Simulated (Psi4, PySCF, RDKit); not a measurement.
Conformational energy of SMILES COc1cc[c]([GeH3])s1 (C5H8GeOS), singlet. Scanned: dihedral C1–O2–C3–S8; all other coordinates were relaxed at GFN2-xTB. Points at φ and −φ are mirror images. Heavy atoms are numbered in the order of the SMILES COc1cc[c]([GeH3])s1, hydrogens after them in the order of the atoms that carry them; the mirror image has the same energies with the sign of each dihedral reversed.

Levels: RKS-M06-2X/6-31G* = restricted M06-2X/6-31G*, spherical d, density fitting // GFN2-xTB in PySCF; UFF // GFN2-xTB (RDKit); RMP2/3-21G = restricted MP2 (frozen core)/3-21G // GFN2-xTB (PySCF 2.14.0); PBE-D3(BJ)/def2-SVP // GFN2-xTB (Psi4).

Energies relative to the lowest point of each profile, in mEh; the last columns give the difference from PBE-D3(BJ):

```csv
φ / °,RKS-M06-2X/6-31G*,UFF,RMP2/3-21G,PBE-D3(BJ)/def2-SVP,RKS-M06-2X/6-31G* − PBE-D3(BJ)/def2-SVP,UFF − PBE-D3(BJ)/def2-SVP,RMP2/3-21G − PBE-D3(BJ)/def2-SVP
-160,0.8,4.2,0.7,0.9,-0.1,3.2,-0.2
-140,2.6,6.5,2.3,2.8,-0.2,3.7,-0.5
-120,3.8,9.0,3.2,4.2,-0.4,4.9,-1.0
-100,3.8,11.2,3.1,4.3,-0.5,6.9,-1.2
-80,3.6,10.8,3.0,3.8,-0.2,7.1,-0.8
-60,3.3,7.5,3.2,2.9,0.4,4.6,0.3
-40,2.5,3.5,3.3,1.6,0.8,1.9,1.7
-20,1.7,0.8,3.3,0.5,1.2,0.4,2.9
0,1.4,0.0,3.4,0.0,1.4,0.0,3.4
20,1.7,0.8,3.3,0.5,1.2,0.4,2.9
40,2.5,3.5,3.3,1.6,0.8,1.9,1.7
60,3.3,7.5,3.2,2.9,0.4,4.6,0.3
80,3.6,10.8,3.0,3.8,-0.2,7.1,-0.8
100,3.8,11.2,3.1,4.3,-0.5,6.9,-1.2
120,3.8,9.0,3.2,4.2,-0.4,4.9,-1.0
140,2.6,6.5,2.3,2.8,-0.2,3.7,-0.5
160,0.8,4.2,0.7,0.9,-0.1,3.2,-0.2
180,0.0,3.3,0.0,0.1,-0.1,3.1,-0.1
```

RKS-M06-2X/6-31G* is furthest from PBE-D3(BJ)/def2-SVP at 0 (1.4 mEh, above); its mean absolute difference over the points is 0.5 mEh.

UFF is furthest from PBE-D3(BJ)/def2-SVP at -80 (7.1 mEh, above); its mean absolute difference over the points is 3.8 mEh.

RMP2/3-21G is furthest from PBE-D3(BJ)/def2-SVP at 0 (3.4 mEh, above); its mean absolute difference over the points is 1.1 mEh.
